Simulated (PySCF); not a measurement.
Job for PySCF: R-HF/STO-3G on CH7AsSi (SMILES C[SiH2][AsH2]), a point of a torsion scan.

```python
from pyscf import gto, scf, dft, mp
from pyscf.data.elements import chemcore

mol = gto.M(
    atom='''
    C    -1.13267333    0.67846900    0.05471860
    Si   -0.13723620   -0.93971379   -0.07750575
    As    2.16726864   -0.54415275   -0.01452483
    H    -2.20293710    0.49753661    0.06083450
    H    -0.91291127    1.34033938   -0.77956528
    H    -0.88124186    1.20926593    0.97014875
    H    -0.54888228   -1.63849981   -1.30638170
    H    -0.51878527   -1.80391479    1.05459287
    H     1.98654609    0.94152778    0.11612837
    H     2.24829334   -0.37636715   -1.50428416
    ''',
    basis='sto-3g',
    charge=0, spin=0, verbose=3, max_memory=1800)
mf = scf.RHF(mol)
mf.conv_tol = 1e-8
mf.max_cycle = 100
mf.kernel()
if not mf.converged:
    mf = mf.newton().run(mf.mo_coeff, mf.mo_occ)
```

It printed:

```
converged SCF energy = -2536.40010465059
```

The calculation finished and met its thresholds.

Cost: around 0.6 core-seconds (rough).
